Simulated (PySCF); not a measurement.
## Mg⁺: excitation energy

Mg⁺ [Ne] 3s1 (2S) → Mg⁺ [Ne] 3d1 (2D), as a difference of total energies. Calculation: PySCF 2.14, in aug-cc-pCVTZ-DK (8s7p5d3f, 75 functions); the spin-free X2C one-electron Hamiltonian (Gaussian nucleus). Correlated levels: valence and next inner shell: 1s2 frozen; nothing frozen. The calculations carry no spin-orbit coupling.

```csv
method,excitation energy (cm⁻¹)
UHF,69878
LDA,70506
PBE,68344
PBE0,68888
r2SCAN,68395
LC-wPBE,71192
r2SCANh,68783
CAM-B3LYP,71821
MP2 (valence and next inner shell),71253
SCS-MP2 (valence and next inner shell),70954
MP2 (all electrons),71234
SCS-MP2 (all electrons),70942
```

Errors of the correlated levels include the incompleteness of this basis and the frozen core.

For comparison: 71491 cm⁻¹ (measured; NIST levels, between the centres of gravity of the two terms).
